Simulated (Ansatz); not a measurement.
Consider the redistribution: `F[SiH2]S[SiH](F)F` + `[SiH3][SiH2]S` → `F[SiH2][SiH2]S` + `F[SiH](F)S[SiH3]`.

Gas-phase electronic energies from Ansatz, PBE0-D4/def2-TZVP geometries. CCSD(T)/CBS is the MP2 limit (def2-TZVPP, def2-QZVPP) plus CCSD(T) − MP2 in def2-TZVPP, frozen cores. Functionals use def2-TZVPP. One conformer a species, not always the lowest.

`F[SiH2]S[SiH](F)F`:

```xyz
9

F    -1.342   -2.080   -0.560
Si   -0.344   -1.017   -1.199
S    -0.903    0.962   -0.626
Si    0.266    1.132    1.119
F     1.802    1.284    0.764
F     0.151   -0.178    2.002
H     1.022   -1.325   -0.732
H    -0.491   -1.079   -2.667
H    -0.162    2.302    1.899
```

`[SiH3][SiH2]S`:

```xyz
9

Si   -0.910    0.113    1.251
Si    0.636   -0.372   -0.435
S     0.281    1.050   -1.999
H    -0.712    1.503    1.739
H    -0.720   -0.832    2.384
H    -2.294   -0.027    0.728
H     2.028   -0.256    0.080
H     0.450   -1.762   -0.933
H     1.240    0.582   -2.815
```

`F[SiH2][SiH2]S`:

Z-matrix (Å, degrees):
```
Si
Si 1 2.343
F 1 1.610 2 107.0
H 1 1.485 2 111.1 3 117.5
H 1 1.487 2 113.4 3 -118.6
S 2 2.142 1 108.2 3 -50.6
H 2 1.486 1 110.7 3 -165.8
H 2 1.488 1 111.4 3 73.1
H 6 1.344 2 94.3 1 49.6
```

`F[SiH](F)S[SiH3]`:

Cartesian coordinates in Å:
```
F 1.137 0.385 1.618
Si 0.565 1.405 0.544
F 1.683 1.514 -0.574
S -1.253 0.714 -0.242
Si -0.705 -1.347 -0.562
H 0.385 2.726 1.162
H -0.895 -2.129 0.682
H 0.705 -1.433 -1.011
H -1.621 -1.835 -1.618
```

Task: Is it downhill or uphill in electronic energy at CCSD(T)/CBS, and by how much? (Best estimate.)

Result: The calculation gave: Uphill: ΔE = +16.9 kJ/mol.

Task: What do these levels give: B2PLYP, PBE0, CCSD/def2-TZVPP, CCSD(T)/def2-TZVPP, MP2/CBS(def2), CCSD/CBS(def2)? (Best estimate.)

Result: Ansatz gave: B2PLYP 16.2, PBE0 16.9, CCSD/def2-TZVPP 17.2, CCSD(T)/def2-TZVPP 17.8, MP2/CBS(def2) 17.0, CCSD/CBS(def2) 16.3 kJ/mol.

Largest T1 diagnostic among the species: 0.012.

In def2-TZVPP, CCSD(T) changes the Hartree–Fock value by +3.9 kJ/mol (the triples alone add +0.6 kJ/mol) and MP2 by +4.0 kJ/mol.
